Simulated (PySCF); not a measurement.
Correlation energy of Kr⁺ (krypton, charge +1)

[Ar] 3d10 4s2 4p5, 2P determinant. Calculation: PySCF 2.14, in def2-TZVP; no relativity, point nucleus. Frozen: [Ar] 3d10; 7 electrons correlated.

MP2 pair energies summed by pair of shells (mhartree):

```csv
pair,energy,share (%)
4p-4p,-85.94,62.2
4s-4p,-44.43,32.2
4s-4s,-7.79,5.6
```

Total MP2 correlation energy: -138.16 mhartree.

Same-spin part -31.25 and opposite-spin part -106.91 mhartree; SCS-MP2 scales them by 1/3 and 6/5 to -138.71 mhartree.

```tsv
level	correlation energy (mhartree)
CCSD	-158.39
(T)	-4.15
CCSD(T)	-162.54
```

Diagnostics: T1 = 0.0057, D1 = 0.0194, largest double amplitude 0.047.

Cost of the coupled-cluster step: 0.51 s of wall time on 1 thread of Intel(R) Xeon(R) Platinum 8488C (shared host), for 7 correlated electrons.

Iterations:

```
CC2 = 0
CCSD nocc = (np.int64(4), np.int64(3)), nmo = (34, 34)
frozen orbitals [[0, 1, 2, 3, 4, 5, 6, 7, 8, 9, 10, 11, 12, 13], [0, 1, 2, 3, 4, 5, 6, 7, 8, 9, 10, 11, 12, 13]]
max_cycle = 100
direct = 0
conv_tol = 1e-08
conv_tol_normt = 1e-06
diis_space = 8
diis_start_cycle = 0
Init t2, MP2 energy = -0.138161001726907
Init E_corr(UCCSD) = -0.138161001727622
cycle = 1  E_corr(UCCSD) = -0.154095365333938  dE = -0.0159343636  norm(t1,t2) = 0.0344711
cycle = 2  E_corr(UCCSD) = -0.157209409547023  dE = -0.00311404421  norm(t1,t2) = 0.0103027
cycle = 3  E_corr(UCCSD) = -0.158439574335243  dE = -0.00123016479  norm(t1,t2) = 0.0038787
cycle = 4  E_corr(UCCSD) = -0.15839128237305  dE = 4.82919622e-05  norm(t1,t2) = 0.000449536
cycle = 5  E_corr(UCCSD) = -0.158391610229718  dE = -3.27856669e-07  norm(t1,t2) = 6.34474e-05
cycle = 6  E_corr(UCCSD) = -0.158392001988467  dE = -3.91758749e-07  norm(t1,t2) = 1.20821e-05
cycle = 7  E_corr(UCCSD) = -0.158391973919017  dE = 2.80694495e-08  norm(t1,t2) = 2.78599e-06
cycle = 8  E_corr(UCCSD) = -0.158391975217246  dE = -1.29822855e-09  norm(t1,t2) = 7.3398e-07
UCCSD converged
E(UCCSD) = -2751.680153508404  E_corr = -0.158391975217246
UCCSD(T) correction = -0.00414661862314032
```
